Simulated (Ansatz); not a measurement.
Relaxation of C2H10BNOSi (16 atoms, charge 0, multiplicity 1), to a largest force component of 0.02 eV/Å in at most 40 steps.

These are results of RHF/STO-3G in Ansatz 0.2.0, not measurements.

```xyz
16
Properties=species:S:1:pos:R:3
C -1.237 -2.269 -0.446
B 0.227 -1.935 -0.083
C 0.749 -0.441 -0.072
O 0.148 0.298 0.911
Si 0.635 1.919 0.888
N -0.253 2.875 -0.340
H -1.444 -3.315 -0.429
H -1.458 -1.821 -1.483
H -1.949 -1.705 0.315
H 0.960 -2.830 0.184
H 1.856 -0.488 0.209
H 0.653 -0.008 -1.060
H 0.330 2.551 2.208
H 2.053 2.001 0.651
H -0.029 2.412 -1.258
H -1.264 2.731 -0.151
```

Task: Where does it end, and by what steps?

Result: The forces met the threshold. The force dipped under the threshold on the way, but the program's further checks kept it going. Limits of this set-up: minimal basis. After 34 steps the energy has fallen by 0.989 eV; H10 moved furthest, 1.55 Å.

| step | energy less start (eV) | largest force component (eV/Å) | accepted |
| --- | --- | --- | --- |
| 0 | 0.0000 | 4.354 | yes |
| 2 | -0.8377 | 0.508 | yes |
| 4 | -0.8684 | 0.393 | yes |
| 6 | -0.8997 | 0.458 | yes |
| 8 | -0.9308 | 0.487 | yes |
| 10 | -0.9547 | 0.679 | yes |
| 12 | -0.9698 | 0.418 | yes |
| 14 | -0.9844 | 0.040 | yes |
| 16 | -0.9843 | 0.272 | no |
| 18 | -0.9848 | 0.230 | no |
| 20 | -0.9878 | 0.082 | yes |
| 22 | -0.9885 | 0.032 | yes |
| 24 | -0.9888 | 0.036 | yes |
| 26 | -0.9881 | 0.132 | no |
| 28 | -0.9891 | 0.006 | yes |
| 30 | -0.9891 | 0.010 | yes |
| 32 | -0.9892 | 0.023 | yes |
| 34 | -0.9892 | 0.010 | yes |

```xyz
16
Properties=species:S:1:pos:R:3
C -1.197 -2.448 0.040
B 0.114 -1.857 -0.592
C 0.635 -0.384 -0.304
O -0.206 0.342 0.596
Si 0.324 1.886 0.995
N 0.284 2.990 -0.335
H -0.970 -3.359 0.586
H -1.893 -2.725 -0.747
H -1.691 -1.756 0.710
H 0.750 -2.512 -1.314
H 1.665 -0.465 0.074
H 0.733 0.125 -1.274
H -0.570 2.347 1.999
H 1.669 1.829 1.462
H 0.956 2.826 -1.085
H -0.627 3.139 -0.769
```

Whether the end is a true minimum wasn't checked by a vibrational analysis.

The run took 78 s on 1 CPU thread of a shared host.
